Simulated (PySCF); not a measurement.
## Löwdin shares of the frontier orbitals

Compound: C5H10O2Si.
Geometry (GFN2-xTB, Å), atoms numbered from 1 in this order:
```xyz
18
C5H10O2Si angstrom
C      2.537   -1.345    0.947
C      2.515   -0.710   -0.444
C      1.211   -0.150   -0.743
C      0.123    0.315   -0.972
Si    -1.578    0.983   -1.292
O     -1.568    2.475   -1.921
O     -2.375    1.139    0.125
C     -2.610    0.145    1.070
H      1.793   -2.136    1.013
H      3.517   -1.771    1.150
H      2.316   -0.601    1.709
H      2.757   -1.463   -1.200
H      3.264    0.085   -0.504
H     -2.280    0.151   -2.262
H     -1.600    3.233   -1.343
H     -3.297   -0.608    0.676
H     -1.679   -0.351    1.356
H     -3.057    0.612    1.949
```

The calculation used PySCF, TDDFT CAM-B3LYP/def2-SVPD, vertical, gas phase, core orbitals frozen in the response.

Kohn–Sham orbitals with the atoms that hold most of them (Löwdin shares over 4%, at most four atoms; ? is withheld):

```json
{"orbital": "HOMO-3", "ε (eV)": "-10.49", "atoms": "O7 47%, C8 17%, H18 8%, Si5 7%"}
{"orbital": "HOMO-2", "ε (eV)": "-9.73", "atoms": "O7 53%, C8 13%, Si5 10%, H16 7%"}
{"orbital": "HOMO-1", "ε (eV)": "-9.18", "atoms": "C4 40%, C3 37%, C2 7%"}
{"orbital": "HOMO", "ε (eV)": "?", "atoms": "?"}
{"orbital": "LUMO", "ε (eV)": "0.92", "atoms": "?"}
{"orbital": "LUMO+1", "ε (eV)": "1.15", "atoms": "Si5 22%, C4 12%, C3 12%, O7 9%"}
{"orbital": "LUMO+2", "ε (eV)": "1.21", "atoms": "C1 12%, C3 12%, C8 11%, Si5 8%"}
```

Give the leading atoms of the LUMO.

Si5 (bonded to C, 2 O and H) 19%; O6 (bonded to Si and H) 14%; C3 (bonded to 2 C) 13%; C4 (bonded to C and Si) 12%. By element: carbon 25% or more, silicon 19%, oxygen 14% or more.

Give the leading atoms of the HOMO.

C4 (bonded to C and Si) 39%; C3 (bonded to 2 C) 36%; C2 (bonded to 2 C and 2 H) 8%; Si5 (bonded to C, 2 O and H) 4%. By element: carbon 83% or more, silicon 4%.

What is the HOMO energy, and the HOMO–LUMO gap?

ε(HOMO) = -9.14 eV; the gap is 10.05 eV (0.3695 hartree).

The HOMO–LUMO gap is 10.05 eV. Where does the response calculation put the lowest singlet, and from which orbitals?

S1 is at 6.00 eV (f = 0.0000), 4.06 eV below the gap, made of HOMO→LUMO (47%), HOMO→LUMO+1 (10%), HOMO-1→LUMO+1 (9%). 

Next come S2 at 6.26 eV (f 0.0025), HOMO-1→LUMO (29%), HOMO→LUMO+1 (18%), HOMO→LUMO+3 (16%); S3 at 6.30 eV (f 0.0001), HOMO-1→LUMO+1 (37%), HOMO-1→LUMO+3 (28%); S4 at 7.43 eV (f 0.018), HOMO→LUMO+2 (53%), HOMO→LUMO (19%), HOMO→LUMO+4 (9%); S5 at 7.47 eV (f 0.017), HOMO-1→LUMO+2 (28%), HOMO-2→LUMO (18%), HOMO-1→LUMO (14%).

On Arm Neoverse N1, one thread, shared host with 64 logical CPUs at a one-minute load of 54, this took 2.0 min and 1.2 GiB of memory at its peak.

One conformer stands for the species.
